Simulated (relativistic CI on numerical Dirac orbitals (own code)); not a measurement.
# Tc VI: computed level list

Calculated at this level of theory: Dirac-Coulomb-Breit CI, KLI orbitals optimised for each configuration, QED by a radiative potential, valence Slater integrals scaled by 0.85, P86 correlation energy added to each configuration (own radial code, finite nucleus).

Configurations in the expansion (outside the closed core [Ar] 3d10): 4s2.4p6.4d2, 4s2.4p6.4d.5s, 4s2.4p6.4d.4f, 4s2.4p6.4d.5p, 4s2.4p5.4d3, 4s2.4p6.4f2, 4s2.4p6.4d.5d, 4s2.4p6.5s2, 4s2.4p6.4d.6s, 4s2.4p6.4d.6p, 4s2.4p6.5s.5p, 4s.4p6.4d3, 4s2.4p6.4d.5f, 4s2.4p5.4d2.4f, 4s2.4p6.4d.6d. Double excitations out of closed p, d and f shells are left out; levels of such configurations are missing from the list, as are those of other unlisted configurations, and high levels can miss mixing partners. These lack a partner that the ground configuration has and come out too high: 4s2.4p5.4d2.4f.

The lowest level is 4s2.4p6.4d2 3F_2, with 97 % of that term; Hund's rules for 4s2.4p6.4d2 give 3F with J = 2, in agreement.

```
No.  Configuration  Term  J  E (cm⁻¹)    %  Landé g  Lifetime (s)
  1    4s2.4p6.4d2    3F  2         0   97    0.673              
  2    4s2.4p6.4d2    3F  3      2041   99    1.083      4.68e+00
  3    4s2.4p6.4d2    3F  4      4310   98    1.248      4.26e+00
  4    4s2.4p6.4d2    1D  2     12019   67    1.150      8.32e-01
  5    4s2.4p6.4d2    3P  0     12528   98               1.45e+01
  6    4s2.4p6.4d2    3P  1     13380   99    1.501      1.00e+01
  7    4s2.4p6.4d2    3P  2     15703   68    1.343      8.87e-01
  8    4s2.4p6.4d2    1G  4     18432   98    1.001      7.71e-01
  9    4s2.4p6.4d2    1S  0     45005   98               3.07e-02
 10  4s2.4p6.4d.5s    3D  1    151110  100    0.498      2.89e-05
 11  4s2.4p6.4d.5s    3D  2    152007   95    1.158      2.84e-05
 12  4s2.4p6.4d.5s    3D  3    154259  100    1.334      2.83e-05
 13  4s2.4p6.4d.5s    1D  2    159124   95    1.008      2.33e-05
 14  4s2.4p6.4d.5p   1D°  2    214721   51    0.867      1.60e-10
 15  4s2.4p6.4d.5p   3D°  1    216381   93    0.544      8.44e-11
 16  4s2.4p6.4d.5p   3D°  2    218478   72    1.135      9.40e-11
 17  4s2.4p6.4d.5p   3F°  3    219541   56    1.184      1.24e-10
 18  4s2.4p6.4d.5p   3F°  2    219772   51    0.868      1.39e-10
 19  4s2.4p6.4d.5p   3D°  3    221846   54    1.216      1.09e-10
 20  4s2.4p6.4d.5p   3F°  4    224623  100    1.250      1.95e-10
 21  4s2.4p6.4d.5p   3P°  1    225622   85    1.401      1.08e-10
 22  4s2.4p6.4d.5p   3P°  0    226215  100               1.09e-10
 23  4s2.4p6.4d.5p   3P°  2    227295   92    1.462      1.11e-10
 24  4s2.4p6.4d.5p   1F°  3    229617   95    1.016      6.94e-11
 25  4s2.4p6.4d.5p   1P°  1    232489   84    1.054      1.11e-10
 26  4s2.4p6.4d.4f   1G°  4    301852   84    1.013      3.32e-10
 27  4s2.4p6.4d.4f   3F°  2    304021   79    0.716      1.54e-10
 28  4s2.4p6.4d.4f   3F°  3    304699   76    1.031      1.20e-10
 29  4s2.4p6.4d.4f   3F°  4    305624   42    1.044      1.73e-10
 30  4s2.4p6.4d.4f   3G°  3    306185   63    0.811      7.56e-11
 31  4s2.4p6.4d.4f   3H°  4    306336   49    1.004      3.19e-10
 32  4s2.4p6.4d.4f   3H°  5    306895   90    1.046      6.36e-10
 33  4s2.4p6.4d.4f   1D°  2    307220   78    0.962      1.36e-10
 34  4s2.4p6.4d.4f   3G°  4    308053   65    1.038      7.43e-11
 35  4s2.4p6.4d.4f   3H°  6    308493   98    1.167      2.26e-04
 36  4s2.4p6.4d.4f   3G°  5    309677   74    1.186      6.14e-11
 37    4s2.4p6.5s2    1S  0    311693   94               2.92e-09
 38  4s2.4p6.4d.4f   3D°  1    312446   77    0.544      7.98e-11
 39  4s2.4p6.4d.4f   3D°  2    312497   71    1.192      7.95e-11
 40  4s2.4p6.4d.4f   3D°  3    313005   77    1.319      7.50e-11
 41  4s2.4p6.4d.5d    1F  3    315846   76    0.992      2.00e-10
 42  4s2.4p6.4d.5d    3D  1    316472   81    0.597      1.95e-10
 43  4s2.4p6.4d.4f   3P°  2    316787   76    1.466      8.54e-11
 44  4s2.4p6.4d.4f   3P°  1    317605   83    1.458      8.82e-11
 45  4s2.4p6.4d.5d    3D  2    317855   98    1.162      2.01e-10
 46  4s2.4p6.4d.5d    3G  3    318017   80    0.836      1.94e-10
 47  4s2.4p6.4d.4f   3P°  0    318051   87               8.97e-11
 48  4s2.4p6.4d.5d    3G  4    319276   98    1.051      1.97e-10
 49    4p5.4d3(4P)   5S°  2    319573   93    1.975      2.12e-08
 50  4s2.4p6.4d.5d    3D  3    319680   79    1.254      2.08e-10
 51  4s2.4p6.4d.4f   1F°  3    319809   81    1.006      4.87e-11
 52  4s2.4p6.4d.5d    1P  1    320132   71    1.017      2.13e-10
 53    4p5.4d3(4F)   5D°  3    320757   62    1.399      1.79e-08
 54    4p5.4d3(4F)   5D°  2    320906   69    1.361      2.36e-08
 55  4s2.4p6.4d.5d    3G  5    321481  100    1.200      2.03e-10
 56    4p5.4d3(4F)   5D°  1    321527   84    1.279      1.93e-08
 57    4p5.4d3(4P)   5D°  4    321534   60    1.432      6.17e-08
 58    4p5.4d3(4F)   5D°  0    322177   99               7.13e-08
 59  4s2.4p6.4d.5d    3F  2    322244   93    0.691      1.61e-10
 60  4s2.4p6.4d.5d    3S  1    323777   86    1.874      2.00e-10
 61  4s2.4p6.4d.5d    3F  3    323935   96    1.084      1.65e-10
 62  4s2.4p6.4d.5d    3F  4    325281   97    1.243      1.70e-10
 63    4p5.4d3(4F)   5F°  5    326452   76    1.367      1.66e-06
 64  4s2.4p6.4d.5d    1D  2    327584   67    1.120      1.68e-10
 65  4s2.4p6.4d.5d    3P  0    327751   97               1.70e-10
 66  4s2.4p6.4d.5d    3P  1    328690   96    1.514      1.70e-10
 67    4p5.4d3(4F)   5F°  4    328809   39    1.354      1.13e-08
 68    4p5.4d3(4F)   5F°  1    329503   72    0.286      2.06e-09
 69    4p5.4d3(4F)   5F°  2    329704   49    1.057      6.23e-09
 70    4p5.4d3(4F)   5F°  3    329711   41    1.265      7.86e-09
```

Energies count from the lowest computed level; ° marks odd parity; lifetimes are radiative, by E1, M1, E2 decay to levels of this space only. Percentages are summed over parent terms; the parents shown are those of the largest component, closed shells are left out there.

The mean weight of the leading LS term, summed over parents, in these 70 levels is 81 %, and that of the leading jj configuration (from the same eigenvectors) 67 %, so LS coupling describes them better.

At this charge configurations can still be misplaced by up to about 7 % of their energy.

Landé's interval rule says that E(J) − E(J−1) = AJ with one A. For the ground term the intervals give A = 680.3, 567.3 cm⁻¹ for J = 3, 4; the multiplet is regular.

LS names give the leading component of a level, which can be under half, so a name can repeat, a term be missing and a line seem to break the LS rules.
